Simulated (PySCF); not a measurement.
Compound: C6H13BO2.
Numbering: `[CH3:1][C:2]([CH3:3])([CH3:4])[B:5]1[O:6][CH2:7][CH2:8][O:9]1` (hydrogens: H10, H11, H12 on C1; H13, H14, H15 on C3; H16, H17, H18 on C4; H19, H20 on C7; H21, H22 on C8)

Geometry (PBE0-D3(BJ)/def2-SVP, Å), atoms numbered from 1 in this order:
```xyz
22
C6H13BO2 angstrom
C     -1.6189   -0.7556    1.1051
C     -1.0091   -0.1238   -0.1490
C     -1.8402    1.0789   -0.5997
C     -0.9563   -1.1685   -1.2762
B      0.4815    0.3053    0.1285
O      1.0850    1.3877   -0.4512
C      2.4453    1.4121   -0.0589
C      2.5828    0.2656    0.9647
O      1.3311   -0.3962    0.9403
H     -1.0170   -1.6052    1.4617
H     -1.6883   -0.0295    1.9310
H     -2.6394   -1.1222    0.8994
H     -1.8993    1.8474    0.1875
H     -2.8719    0.7717   -0.8435
H     -1.4073    1.5560   -1.4920
H     -0.5338   -0.7450   -2.2016
H     -1.9717   -1.5328   -1.5110
H     -0.3468   -2.0410   -0.9918
H      2.6901    2.3966    0.3700
H      3.0837    1.2628   -0.9456
H      2.7804    0.6352    1.9847
H      3.3840   -0.4433    0.7026
```

All values: PBE0/pcSseg-1 (PySCF, non-relativistic), on one gas-phase PBE0-D3(BJ)/def2-SVP geometry that isn't relaxed in the solvent. The solvent is an IEF-PCM continuum (Bondi radii, 1.10 Å for H, scaled by 1.2). The model holds no explicit solvent molecules, cavitation or dispersion.

Gas phase at PBE0/pcSseg-1: HOMO -7.95 eV, LUMO 1.16 eV, dipole 2.13 D.

Task: What does the continuum do to the energy, the frontier levels and the dipole at PBE0/pcSseg-1 in dimethylsulfoxide?

Result: 
| solvent | ε | E(solvent) − E(gas) (kcal/mol) | polarisation term (kcal/mol) | distortion of the solute (kcal/mol) | HOMO (eV) | LUMO (eV) | dipole (D) |
| --- | --- | --- | --- | --- | --- | --- | --- |
| dimethylsulfoxide | 46.83 | -4.39 | -4.95 | 0.56 | -7.86 | 1.21 | 2.57 |

Polarisation term: ½ Σ q·V over the induced surface charges. Distortion: the rise of the solute's own energy as its density leaves the gas-phase optimum.

Task: Which radius a makes the point-dipole formula ΔE = −[(ε − 1)/(2ε + 1)]·μ²/a³ give the value in dimethylsulfoxide, with the gas-phase dipole?

Result: μ = 0.838 au and |ΔE| = 0.00700 Eh give a = 1.93 Å; the farthest nucleus lies 3.53 Å from the centroid of the nuclei, so such a sphere wouldn't even hold the nuclei. The formula assumes a rigid point dipole at the centre of a sphere.

Task: Give the dipole vector in the frame of the coordinates (D, pointing from negative to positive charge), gas and dimethylsulfoxide.

Result: Gas (2.05, 0.49, 0.28), solvent (2.47, 0.60, 0.34). Its length changes by +20 % and its direction by less than 1°.

Task: Which IAO charges (PBE0/pcSseg-1) respond most in dimethylsulfoxide (means over atoms taken as equivalent)?

Result: 
```
          atoms                 environment  gas (e)  solvent (e)  change
          O6/O9          boron-bound oxygen   -0.404       -0.420  -0.016
H19/H20/H21/H22          methylene hydrogen   +0.142       +0.152  +0.010
       C1/C3/C4               methyl carbon   -0.396       -0.400  -0.004
          C7/C8  sp3 carbon bound to oxygen   -0.072       -0.074  -0.002
       H10 (×9)             methyl hydrogen   +0.131       +0.132  +0.001
             C2   sp3 carbon bound to boron   -0.093       -0.093   0.000
             B5      three-coordinate boron   +0.483       +0.483   0.000
```

Task: How do the nuclear quadrupole coupling constants eQVzz/h respond in dimethylsulfoxide?

Result: 
```csv
nucleus,Q (barn),gas (MHz),solvent (MHz),η gas,η solvent
11B at B5,0.04059,3.40,3.41,0.65,0.63
17O at O6,-0.0256,-9.53,-9.19,0.18,0.20
17O at O9,-0.0256,-9.56,-9.23,0.20,0.22
```

On one thread, Arm Neoverse V2 (aarch64), no GPU, on a shared host, this took 36 s wall and 1.3 GiB of memory at its peak. This is the whole shielding run at PBE0/pcSseg-1 in dimethylsulfoxide, SCF included.
